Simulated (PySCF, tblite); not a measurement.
A set of runs on `B[O][GaH2]`; the geometry of each is named by its level. Settings lines and outputs come from a driver script.

Compound: BGaH₄O.
Numbering: `[BH2:1][O:2][GaH2:3]` (hydrogens: H4, H5 on B1; H6, H7 on Ga3)

Step 1: GFN2-xTB geometry optimisation, gas phase (tblite 0.8.0) (from a force-field or distance-geometry start)
```json
{"job": {"kind": "relax", "xc": "GFN2-xTB", "basis": "xTB"}, "charge": 0, "multiplicity": 1}
```
```
step      E/eV     max force
  0    -233.14045    3.452
  1    -233.36938    1.249
  2    -233.45697    1.647
...
 61    -233.87191    0.114
 62    -233.87263    0.051
 63    -233.87280    0.020
 64    -233.87284    0.013
 65    -233.87285    0.005
```

Energy lowered by 16.9 kcal/mol over 65 steps; largest atomic force 0.005 eV/Å at the end. «max force» is the largest atomic force in eV/Å.

On an Intel Xeon at 2.50 GHz with one thread, shared host with 64 logical CPUs at a one-minute load of 64, this took 0.46 s wall.

Step 2: GFN2-xTB harmonic vibrations, gas phase (tblite 0.8.0) (on the GFN2-xTB geometry)
```json
{"job": {"kind": "ir", "xc": "GFN2-xTB", "basis": "xTB"}, "charge": 0, "multiplicity": 1}
```
```
(table of modes left out)
```

15 modes from 162 to 2555 cm⁻¹ (unscaled, harmonic); zero-point energy 21.9 kcal/mol; all wavenumbers are real at this level.

Time: 0.22 s wall. Hardware: one thread, Intel Xeon at 2.50 GHz (x86_64), shared host with 64 logical CPUs at a one-minute load of 64.

Step 3: TDDFT PBE0/def2-SVPD, vertical, gas phase, core orbitals frozen in the response (PySCF 2.14.0, density-fitted response routines) (on the GFN2-xTB geometry)
```json
{"job": {"kind": "uv", "xc": "PBE0", "basis": "def2-SVPD", "nstates": 8, "ntriplets": 3}, "charge": 0, "multiplicity": 1}
```
```
...
Static polarisability (au): isotropic 47.933, principal 38.950 43.313 61.535
Singlet excitations
state   eV       nm        f      main configurations
  1   5.5819    222.1   0.12671   H->L 0.99
  2   5.6951    217.7   0.00000   H->L+1 0.79, H-1->L 0.21
  3   5.7934    214.0   0.00001   H-1->L 0.79, H->L+1 0.21
  4   6.9653    178.0   0.00199   H->L+2 0.95
  5   7.3911    167.7   0.00202   H->L+3 0.91
  6   7.6028    163.1   0.13241   H-1->L+1 0.99
  7   7.8301    158.3   0.00135   H-1->L+2 0.87, H-1->L+4 0.09
  8   7.9115    156.7   0.00000   H-2->L 0.99
Triplet excitations (Tamm-Dancoff, eV): 4.9493 5.1423 5.3045
```

HOMO -7.88 eV, LUMO -1.41 eV; lowest singlet 5.58 eV; lowest triplet 4.95 eV (Tamm–Dancoff); mean polarisability 47.9 au.

Time: 16 s wall; peak memory 0.45 GiB. Hardware: an Intel Xeon at 2.50 GHz with one thread, shared host with 64 logical CPUs at a one-minute load of 63.

Step 4: delta-SCF UKS SCAN, pcX-2 on the ionised atom, pcseg-1 elsewhere, spin-free X2C (PySCF 2.14.0) (on the GFN2-xTB geometry)
```json
{"job": {"kind": "xps"}, "charge": 0, "multiplicity": 1}
```
```
...
ground state, core basis on atom 0 (B), 106 functions
  E(ground) = -2042.47621652 Eh
hole in B 1s of atom 0
  E(ion) = -2035.25863757 Eh   <S^2> = 0.8210   hole on atom = 1.000   binding energy = 196.400 eV
ground state, core basis on atom 1 (O), 106 functions
  E(ground) = -2042.51074251 Eh
hole in O 1s of atom 1
  E(ion) = -2022.74031810 Eh   <S^2> = 0.7622   hole on atom = 1.000   binding energy = 537.981 eV
```

B1s of B1 196.40 eV; O1s of O2 537.98 eV. SCF cycles are left out; they run on a coarse grid, and E(ground) and E(ion) are re-evaluated on a finer one. The log counts atoms from 0, this text from 1.

The run took 22 s on one thread of an Intel Xeon at 2.50 GHz, no GPU, on a shared host, and the process peaked at 0.45 GiB of memory.

Geometry of the electronic-property runs (GFN2-xTB):
```
atom  x, y, z in Å
B1    -1.4192   -0.5309   -0.1319
O2    -0.1777   -0.0662   -0.2882
Ga3    1.4232    0.5327   -0.4896
H4    -1.7029   -1.1167    0.8510
H5    -2.2200   -0.3500   -0.9781
H6     1.6798    1.9618    0.0377
H7     2.4202   -0.4257   -1.1774
```

 (This holds for the electronic-property runs.)
